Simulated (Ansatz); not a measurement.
Geometry optimisation, RKS B3LYP-D4/def2-mTZVP (Ansatz 0.2.0).

Input file:

```yaml
crystal:
  periodic: [false, false, false]
  atoms:
    - { symbol: Hf, position_ang: [0.0, 0.0, 0.0] }
    - { symbol: Cl, position_ang: [0.0, 0.0, 2.52] }
    - { symbol: O, position_ang: [1.952, 0.0, -0.6893] }
    - { symbol: H, position_ang: [2.2684, -0.9521, -0.806] }
    - { symbol: "N", position_ang: [-1.0409, 1.8034, -0.7359] }
    - { symbol: H, position_ang: [-2.061, 1.7482, -1.0186] }
    - { symbol: H, position_ang: [-0.5204, 2.7241, -0.8065] }
    - { symbol: O, position_ang: [-0.975, -1.6891, -0.6893] }
    - { symbol: H, position_ang: [-1.4296, -2.1548, 0.0831] }
basis:
  gaussian: { orbitals: def2-mTZVP }
hamiltonian:
  xc: b3lyp
  dispersion: d4
relax:
  f_tol: 0.02
  max_steps: 40
```

Run as:

```bash
$ ansatz run input.yaml --threads 4 --pin off --max-ram 5120MiB --backend cpu --events-out ev --progress --plain --runs-dir out
```

Question: Where does it end, and by what steps?

Answer: The run converged. After 9 steps the energy has fallen by 1.066 eV; H4 moved furthest, 0.44 Å.

```tsv
step	energy less start (eV)	largest force component (eV/Å)	accepted
0	0.0000	2.433	yes
1	-0.7626	2.048	yes
2	-0.9843	0.737	yes
3	-1.0186	0.629	yes
4	-1.0536	0.210	yes
5	-1.0602	0.288	yes
6	-1.0630	0.218	yes
7	-1.0653	0.038	yes
8	-1.0657	0.026	yes
9	-1.0660	0.010	yes
```

```xyz
9
Properties=species:S:1:pos:R:3
Hf -0.055 -0.013 0.092
Cl -0.028 0.091 2.497
O 1.779 -0.044 -0.554
H 2.426 -0.595 -1.003
N -0.919 1.651 -0.695
H -1.908 1.774 -0.883
H -0.424 2.482 -0.998
O -1.151 -1.519 -0.455
H -1.527 -2.347 -0.144
```

Whether the end is a true minimum wasn't checked by a vibrational analysis.

Run time: 29 s on 4 threads of Arm Neoverse V1 (shared host), peak memory 0.36 GiB.
